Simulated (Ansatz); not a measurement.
Geometry optimisation, Ansatz, RKS PBE-D4/def2-SVP.

input.yaml

```yaml
crystal:
  periodic: [false, false, false]
  atoms:
    - { symbol: Zn, position_ang: [-0.332486, -0.033103, 0.039346] }
    - { symbol: O, position_ang: [-0.357202, 0.289488, 1.805506] }
    - { symbol: H, position_ang: [-0.894999, -0.353909, 2.308539] }
    - { symbol: O, position_ang: [-0.39512, -0.126354, -1.734445] }
    - { symbol: H, position_ang: [0.352065, -0.660201, -2.066748] }
    - { symbol: Br, position_ang: [2.942389, -0.958341, 1.263367] }
    - { symbol: H, position_ang: [1.728353, -0.38268, 1.958134] }
basis:
  gaussian: { orbitals: def2-SVP }
hamiltonian:
  xc: pbe
  dispersion: d4
relax:
  f_tol: 0.03
  max_steps: 50
```

Launched with:

```bash
$ ansatz run input.yaml --threads 2 --pin off --max-ram 3072MiB --backend cpu --events-out ev --progress --plain --runs-dir out
```

Q: Where does it end, and by what steps?

A: It converged. The force dipped under the threshold on the way, but the program's further checks kept it going. After 41 steps the energy has fallen by 1.603 eV; H7 moved furthest, 2.04 Å. Parted: Br6–H7 (1.51 → 4.28 Å). Joined: Zn1–Br6 (3.62 → 2.26 Å), O2–H7 (2.20 → 0.98 Å).

```json
{"step": "0", "energy less start (eV)": "0.0000", "largest force component (eV/Å)": "0.994", "accepted": "yes"}
{"step": "2", "energy less start (eV)": "-0.2462", "largest force component (eV/Å)": "0.975", "accepted": "yes"}
{"step": "4", "energy less start (eV)": "-0.5133", "largest force component (eV/Å)": "0.993", "accepted": "yes"}
{"step": "6", "energy less start (eV)": "-1.0460", "largest force component (eV/Å)": "2.683", "accepted": "yes"}
{"step": "8", "energy less start (eV)": "-1.3142", "largest force component (eV/Å)": "1.676", "accepted": "yes"}
{"step": "10", "energy less start (eV)": "-1.4484", "largest force component (eV/Å)": "0.275", "accepted": "yes"}
{"step": "12", "energy less start (eV)": "-1.4713", "largest force component (eV/Å)": "0.179", "accepted": "yes"}
{"step": "14", "energy less start (eV)": "-1.4770", "largest force component (eV/Å)": "0.109", "accepted": "yes"}
{"step": "16", "energy less start (eV)": "-1.4803", "largest force component (eV/Å)": "0.205", "accepted": "yes"}
{"step": "18", "energy less start (eV)": "-1.4807", "largest force component (eV/Å)": "0.098", "accepted": "no"}
{"step": "20", "energy less start (eV)": "-1.4827", "largest force component (eV/Å)": "0.051", "accepted": "yes"}
{"step": "22", "energy less start (eV)": "-1.4837", "largest force component (eV/Å)": "0.036", "accepted": "yes"}
{"step": "24", "energy less start (eV)": "-1.4843", "largest force component (eV/Å)": "0.521", "accepted": "no"}
{"step": "26", "energy less start (eV)": "-1.4906", "largest force component (eV/Å)": "0.114", "accepted": "yes"}
{"step": "28", "energy less start (eV)": "-1.5021", "largest force component (eV/Å)": "0.514", "accepted": "yes"}
{"step": "30", "energy less start (eV)": "-1.5177", "largest force component (eV/Å)": "0.893", "accepted": "yes"}
{"step": "32", "energy less start (eV)": "-1.5928", "largest force component (eV/Å)": "0.092", "accepted": "yes"}
{"step": "34", "energy less start (eV)": "-1.5973", "largest force component (eV/Å)": "0.193", "accepted": "yes"}
{"step": "36", "energy less start (eV)": "-1.5970", "largest force component (eV/Å)": "0.584", "accepted": "no"}
{"step": "38", "energy less start (eV)": "-1.6019", "largest force component (eV/Å)": "0.163", "accepted": "yes"}
{"step": "40", "energy less start (eV)": "-1.6026", "largest force component (eV/Å)": "0.038", "accepted": "yes"}
{"step": "41", "energy less start (eV)": "-1.6027", "largest force component (eV/Å)": "0.013", "accepted": "yes"}
```

```xyz
7
Properties=species:S:1:pos:R:3
Zn 1.301 -0.472 0.154
O 0.002 0.214 1.743
H -0.656 0.111 0.986
O -0.379 -0.510 -0.607
H -0.483 -0.331 -1.556
Br 3.517 -0.794 0.438
H -0.259 -0.444 2.415
```

Whether the end is a true minimum wasn't checked by a vibrational analysis.

The run took 82 s on 2 threads of Arm Neoverse V1, with other jobs on the host, peak memory 0.15 GiB.
